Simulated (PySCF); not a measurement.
# Excitation energy of S(2+) by level of theory

S(2+) [Ne] 3s2 3p2 (3P) → S(2+) [Ne] 3s1 3p3 (5S), as a difference of total energies. Computed with PySCF 2.14 in x2c-QZVPPall (9s6p4d2f1g, 70 functions), with scalar relativity by spin-free X2C-1e. Correlated levels: valence: [Ne] frozen; valence and next inner shell: 1s2 frozen. The calculations carry no spin-orbit coupling.

```csv
method,excitation energy (eV)
UHF,5.391
LDA,7.475
PBE,7.355
PBE0,7.104
r2SCAN,6.378
wB97M-V,7.621
B3LYP,7.708
revPBE,7.232
B2PLYP,7.482
ROHF,5.244
MP2 (valence),6.656
SCS-MP2 (valence),7.247
MP2 (valence and next inner shell),6.879
SCS-MP2 (valence and next inner shell),7.413
```

Problem. How much does correlation contribute at MP2 (valence and next inner shell)?

Solution. 6.879 − (5.391) = 1.488 eV, measured against UHF.

A first-order spin-orbit estimate (lowest level to lowest level, LS coupling) adds 0.062 eV.
